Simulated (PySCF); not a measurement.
Te(Br)(OMe) (CH3BrOTe), SMILES [Te](OC)Br. Atoms are numbered in the order given.

```xyz
7

Te     0.2867    -0.4606     0.7462
Br    -1.2028     1.2030    -0.4873
O      1.7517    -0.6528    -0.5909
C      1.4811    -1.3742    -1.7814
H      0.7506    -0.8457    -2.4196
H      2.4352    -1.4469    -2.3280
H      1.1027    -2.3935    -1.5837
```

The structure is a stationary point at B3LYP-D3(BJ)/def2-SVP. The structure was generated by enumeration, and PubChem lists no compound with its InChIKey, so it may never have been made. The def2 effective core potentials stand for the cores of Te; spin–orbit coupling is left out. The values are those of a single conformer.

Level of theory: PBE/def2-TZVP (PySCF).

ESP charges are fitted to the potential on shells at 1.4 to 2.0 van der Waals radii. Atomic charges (e):

```csv
atom,Löwdin,ESP fit
Te1,0.34,0.21
Br2,-0.10,-0.13
O3,-0.14,-0.22
C4,-0.42,-0.16
H5,0.11,0.08
H6,0.12,0.14
H7,0.10,0.08
```

Computed Mayer and Wiberg (Löwdin basis) orders of the bonds:
| bond | Mayer | Wiberg |
|---|---|---|
| Te1–Br2 | 1.06 | 1.56 |
| Te1–O3 | 1.04 | 1.39 |
| O3–C4 | 0.97 | 1.61 |
| C4–H5 | 0.96 | 0.94 |
| C4–H6 | 0.95 | 0.93 |
| C4–H7 | 0.96 | 0.94 |
